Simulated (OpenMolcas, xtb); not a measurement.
How methods differ on CH3BFN (SMILES FB1CN1)

The species is CH3BFN (7 atoms), meant as a singlet with charge 0. As SMILES, `FB1CN1`. The shape is that of a GFN2-xTB optimisation.

Quantity: the dipole moment, in D. The values are calculated.

| level | kind | program | value (D) |
| --- | --- | --- | --- |
| GFN2-xTB | semi-empirical | xtb | 1.96 |
| GFN0-xTB | semi-empirical | xtb | 0.64 |
| GFN1-xTB | semi-empirical | xtb | 2.16 |
| HF/ANO-L-MB | Hartree–Fock | OpenMolcas | 2.01 |
| HF/STO-3G | Hartree–Fock | OpenMolcas | 1.01 |
| HF/3-21G | Hartree–Fock | OpenMolcas | 1.91 |
| HF/def2-SVP | Hartree–Fock | OpenMolcas | 1.89 |
| PBE/STO-3G | GGA | OpenMolcas | 1.04 |
| PBE/6-311+G** | GGA | OpenMolcas | 1.89 |
| B3LYP/6-31G* (spherical functions) | global hybrid | OpenMolcas | 1.69 |

The values span 0.64 to 2.16 D. Magnitudes only: a small dipole may point the other way at some levels. Sets without polarisation functions give poor dipoles. Without the sets that lack polarisation functions the rows with a basis span only 1.69 to 1.89 D.
